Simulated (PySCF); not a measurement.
Computed IR spectrum (relative IR intensity) of a molecule C₃H₉BO₃. Geometry: PBE0-D3(BJ)/def2-SVP. Other conformers were not sampled. These are PBE0-D3(BJ)/def2-SVP (PySCF) values and carry that method's errors. No scaling factor is applied to the harmonic values.

ν (cm⁻¹): 530 (vw), 684 (w), 1119 (m), 1198 (vw), 1413 (vs), 1475 (w), 1536 (s), 3040 (m), 3126 (w), 3155 (w) (against the strongest line: vs over 80 %, s over 45 %, m over 15 %, w over 4 %, vw less)

Question: Which structure fits?
(A) CCOCB(O)O
(B) CC[C@@H](O)B(O)O
(C) CCOB(O)CO
(D) COB(OC)OC

Answer: D, COB(OC)OC
